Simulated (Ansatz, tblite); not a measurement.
Cost and result up the ladder for closo-1-NB4 (H on N) (B4NH5) (10 atoms). Charge 0, multiplicity 1. Geometry: B3LYP-D4/def2-SVP.

```xyz
10

B    -0.3085    0.8758    0.5276
B     0.5666    0.0910   -0.9007
N    -0.9052    0.0159   -0.5633
B     1.0864   -0.0190    0.6761
B    -0.2484   -0.9670    0.3792
H    -0.8304    1.8444    0.9959
H     1.0092    0.1945   -2.0067
H    -1.7648    0.0309   -1.0983
H     2.0991   -0.0368    1.3064
H    -0.7041   -2.0297    0.6839
```

Ansatz on 4 threads of Arm Neoverse V1 on a shared host; xTB runs through tblite on one thread. Times are rough, summed over both states, and most runs start from the orbitals of an earlier one. No level here is sound enough to serve as a yardstick. The other state is a triplet.

The xTB rows come from tblite.

xTB has no spin-polarisation term.

| level | functions | wall time | vertical triplet (eV) |
| --- | --- | --- | --- |
| GFN2-xTB | 25 | 0.008 s | 4.33 |
| GFN1-xTB | 30 | 0.009 s | 4.78 |
| PBE-D4/def2-TZVP (with forces) | 185 | 9 s | 4.63 |
| r2SCAN-D4/def2-TZVP | 185 | 14 s | 4.58 |
